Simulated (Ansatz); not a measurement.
One change: `CB[NH][AlH2]` becomes `CBN`.

Ansatz, PBE0-D4/def2-TZVP geometries, multiplicity 1. Each molecule was computed in one conformer, which needn't be the lowest.

```tsv
property	`CB[NH][AlH2]`
LUMO energy (PBE0/def2-TZVPP) / eV	-0.31
HOMO energy (ωB97M-V/def2-TZVPP) / eV	-9.92
LUMO energy (ωB97M-V/def2-TZVPP) / eV	1.19
LUMO energy (B3LYP/def2-TZVPP) / eV	-0.52
size of the dipole moment (ωB97M-V/def2-TZVPP) / D	2.01
size of the dipole moment (B3LYP/def2-TZVPP) / D	1.96
```

Question: What does the change do to each property? (Best estimate.)

Answer: Ansatz gave: 
```tsv
property	`CBN`	shift
LUMO energy (PBE0/def2-TZVPP) / eV	0.82	1.13
HOMO energy (ωB97M-V/def2-TZVPP) / eV	-10.73	-0.81
LUMO energy (ωB97M-V/def2-TZVPP) / eV	2.29	1.10
LUMO energy (B3LYP/def2-TZVPP) / eV	0.57	1.09
size of the dipole moment (ωB97M-V/def2-TZVPP) / D	1.57	-0.44
size of the dipole moment (B3LYP/def2-TZVPP) / D	1.56	-0.40
```

With PBE0 the HOMO falls by 0.63 eV and the LUMO rises by 1.13 eV, so the gap widens by about 1.76 eV. PBE moves the HOMO by -0.50 eV and ωB97M-V by -0.81 eV. The zero-point energy changes by -8.6 kJ/mol with -6 modes. Dipoles are sizes alone; their direction can turn.

B3LYP here is the variant with VWN-RPA as its local correlation; programs differ in this.
